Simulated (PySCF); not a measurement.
**How the method moves the HOMO and LUMO of `OB1COC[SiH2]1`**

C₂H₇BO₂Si.
Geometry (PBE0-D3(BJ)/def2-SVP, Å), atoms numbered from 1 in this order:
```xyz
13
C2H7BO2Si angstrom
O      2.3574    0.8208   -0.0830
B      1.0878    0.3744   -0.1087
C      0.6320   -1.1497   -0.1545
O     -0.7301   -1.2500   -0.5178
C     -1.5440   -0.3227    0.1793
Si    -0.6701    1.3782   -0.0222
H      3.0201    0.1195   -0.1179
H      1.2081   -1.7667   -0.8664
H      0.8104   -1.5994    0.8532
H     -2.5531   -0.3865   -0.2529
H     -1.6291   -0.5916    1.2543
H     -0.8923    2.3194    1.1199
H     -1.0859    2.0472   -1.2949
```

Basis pcSseg-1 throughout (PySCF), one geometry. Geometry: PBE0-D3(BJ)/def2-SVP, one conformer, isolated molecule.

Q: How do the orbital energies, the gap and the dipole change with the method?

A: 
| method | kind | HOMO (eV) | LUMO (eV) | gap (eV) | μ (D) | SCF cycles |
| --- | --- | --- | --- | --- | --- | --- |
| BLYP | GGA | -5.09 | -1.62 | 3.47 | 2.10 | 15 |
| OPBE | GGA | -5.19 | -1.69 | 3.51 | 2.13 | 16 |
| PBE | GGA | -5.21 | -1.80 | 3.41 | 2.14 | 15 |
| B97-D | GGA | -5.22 | -1.63 | 3.59 | 2.10 | 15 |
| BP86 | GGA | -5.32 | -1.87 | 3.46 | 2.14 | 14 |
| LDA | LDA | -5.34 | -2.01 | 3.33 | 2.19 | 15 |
| KT2 | GGA | -5.36 | -1.83 | 3.53 | 2.04 | 16 |
| KT3 | GGA | -5.36 | -1.75 | 3.61 | 2.02 | 15 |
| B97-2 | global hybrid | -6.34 | -0.87 | 5.48 | 2.07 | 13 |
| B3LYP | global hybrid | -6.36 | -1.04 | 5.33 | 2.07 | 13 |
| PBE0 | global hybrid | -6.60 | -0.86 | 5.74 | 2.09 | 13 |
| mPW1PW91 | global hybrid | -6.63 | -0.86 | 5.77 | 2.08 | 13 |
| BHandHLYP | global hybrid | -7.86 | 0.22 | 8.08 | 2.02 | 12 |
| CAM-B3LYP | range-separated hybrid | -7.93 | 0.32 | 8.26 | 2.08 | 13 |
| wB97X-D | range-separated hybrid | -8.45 | 0.99 | 9.45 | 2.07 | 13 |
| LC-wPBE | range-separated hybrid | -9.23 | 1.46 | 10.69 | 2.10 | 13 |
| HF | Hartree–Fock | -9.75 | 2.76 | 12.51 | 1.98 | 11 |

The HOMO spans 4.67 eV, from BLYP down to HF, and the gap runs from 3.33 eV (LDA) to 12.51 eV (HF). Over the methods BLYP (0 %), OPBE (0 %), PBE (0 %), B97-D (0 %), BP86 (0 %), LDA (0 %), KT2 (0 %), KT3 (0 %), B97-2 (21 %), B3LYP (20 %), PBE0 (25 %), mPW1PW91 (25 %), BHandHLYP (50 %), HF (100 %), a straight line through the gap against the share of exact exchange rises by 0.91 eV for each 10 % (correlation coefficient 1.000). The dipole ranges from 1.98 D (HF) to 2.19 D (LDA). This basis has no diffuse functions.
